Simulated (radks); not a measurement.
The nuclear charge of the lutetium ion Lu+ is varied continuously with 70 electrons held in [Xe] 4f14 6s2. Calculated with a radial shooting solver on a logarithmic mesh with Libxc functionals: Dirac Kohn-Sham, LDA (Slater exchange, Perdew-Wang correlation), spin-unpolarised, spherical densities, finite nucleus; Fermi nuclear charge, rms radius 5.37 fm. By the Hellmann-Feynman theorem dE/dZ = E(electron-nucleus)/Z, the electronic potential at the nucleus (averaged over a nucleus of fixed radius).

Z     E (hartree)  E(electron-nucleus)/Z (hartree)   HOMO  e(HOMO) (eV)  <r> HOMO (bohr)
70    -14065.6030                         -499.046  4f7/2        -2.675           0.8039
70.2  -14165.6325                         -501.249  6s1/2        -5.362            3.712
70.4  -14266.1025                         -503.451  6s1/2        -6.729            3.572
70.6  -14367.0130                         -505.653  6s1/2        -8.175            3.448
70.8  -14468.3639                         -507.856  6s1/2        -9.694            3.338
71    -14570.1553                         -510.059  6s1/2       -11.280            3.238
71.2  -14672.3875                         -512.264  6s1/2       -12.932            3.147
71.4  -14775.0609                         -514.470  6s1/2       -14.646            3.064
71.6  -14878.1757                         -516.678  6s1/2       -16.419            2.988
71.8  -14981.7323                         -518.889  6s1/2       -18.250            2.917
72    -15085.7313                         -521.101  6s1/2       -20.137            2.851

The central difference of E at Z = 71 is -510.059 hartree, to compare with the third column; the second derivative is -11 hartree.
